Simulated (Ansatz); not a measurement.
Gas-phase electronic energies from Ansatz, PBE0-D4/def2-TZVP geometries. CCSD(T)/CBS is the MP2 limit (def2-TZVPP, def2-QZVPP) plus CCSD(T) − MP2 in def2-TZVPP, frozen cores. Functionals use def2-TZVPP. HSE06 is defined as in plane-wave codes. For Ge outer-core shells are correlated without core-valence functions, which leaves a few kJ/mol of doubt a bond. Scalar relativity is left out up to krypton. One conformer a species, not always the lowest.

Consider the formal exchange of groups at a Ge–Ge bond: `[SiH3][SiH2][GeH2][GeH2][SiH2][SiH3]` + `[SiH3][SiH2][SiH3]` → `[SiH3][SiH2][SiH2][GeH2][SiH2][SiH3]` + `[SiH3][SiH2][GeH3]`.

`[SiH3][SiH2][GeH2][GeH2][SiH2][SiH3]`:

Z-matrix (Å, degrees):
```
Si
Si 1 2.339
H 1 1.487 2 110.9
H 1 1.487 2 109.9 3 -120.1
H 1 1.488 2 110.1 3 120.0
Ge 2 2.383 1 112.5 3 64.7
H 2 1.490 1 108.4 3 -174.3
H 2 1.490 1 109.7 3 -56.7
Ge 6 2.428 2 111.2 1 -80.6
H 6 1.540 2 109.6 1 40.3
H 6 1.541 2 109.8 1 158.3
Si 9 2.380 6 109.9 2 50.5
H 9 1.541 6 108.9 2 -70.8
H 9 1.541 6 109.4 2 171.4
Si 12 2.338 9 108.9 6 53.9
H 12 1.489 9 108.4 6 -66.2
H 12 1.490 9 110.8 6 175.2
H 15 1.488 12 109.2 9 70.7
H 15 1.488 12 109.8 9 -47.8
H 15 1.488 12 111.8 9 -168.6
```

`[SiH3][SiH2][SiH3]`:

```xyz
11

Si    0.358   -1.804    0.654
Si   -0.957    0.073    0.190
Si    0.343    1.750   -0.793
H    -0.448   -2.886    1.280
H     1.458   -1.430    1.583
H     0.957   -2.322   -0.605
H    -1.562    0.584    1.452
H    -2.063   -0.307   -0.734
H     0.941    1.246   -2.059
H     1.445    2.138    0.129
H    -0.472    2.957   -1.097
```

`[SiH3][SiH2][SiH2][GeH2][SiH2][SiH3]`:

Cartesian coordinates in Å:
```
Si 1.743 1.344 1.540
Si 2.191 0.070 -0.370
Si 1.270 -2.059 -0.099
Ge -1.054 -1.854 0.381
Si -2.132 -0.404 -1.176
Si -1.896 1.854 -0.615
H 2.542 0.819 2.680
H 2.080 2.778 1.336
H 0.302 1.237 1.894
H 3.662 -0.001 -0.598
H 1.565 0.706 -1.563
H 1.434 -2.864 -1.342
H 1.956 -2.771 1.015
H -1.719 -3.244 0.335
H -1.240 -1.298 1.806
H -1.570 -0.646 -2.535
H -3.586 -0.726 -1.219
H -2.698 2.698 -1.542
H -2.375 2.081 0.774
H -0.474 2.280 -0.704
```

`[SiH3][SiH2][GeH3]`:

Cartesian coordinates in Å:
```
Si -0.878 -1.623 -0.689
Si 0.929 -0.202 -0.272
Ge 0.200 1.751 0.877
H -0.445 -2.852 -1.406
H -1.891 -0.916 -1.518
H -1.512 -2.018 0.598
H 1.569 0.194 -1.557
H 1.948 -0.907 0.556
H -0.453 1.366 2.215
H -0.842 2.505 0.033
H 1.374 2.702 1.164
```

Q: Is it downhill or uphill in electronic energy at CCSD(T)/CBS, and by how much? (Estimate.)

A: The calculation gave: Uphill: ΔE = +3.5 kcal/mol.

Q: What do these levels give: r2SCAN0-D4, HSE06, CCSD/def2-SVP, MP2/def2-TZVPP, HF/CBS(def2), MP2/CBS(def2)? (Estimate.)

A: The calculation gave: r2SCAN0-D4 3.0, HSE06 2.8, CCSD/def2-SVP 3.1, MP2/def2-TZVPP 4.3, HF/CBS(def2) 4.1, MP2/CBS(def2) 4.2 kcal/mol.

Largest T1 diagnostic among the species: 0.013.

Leaving LDA and LC-ωPBE aside and taking each functional with its dispersion term where it has one, the values, not all of them listed here, spread over 2.8 kcal/mol, from B97M-V to B2PLYP.
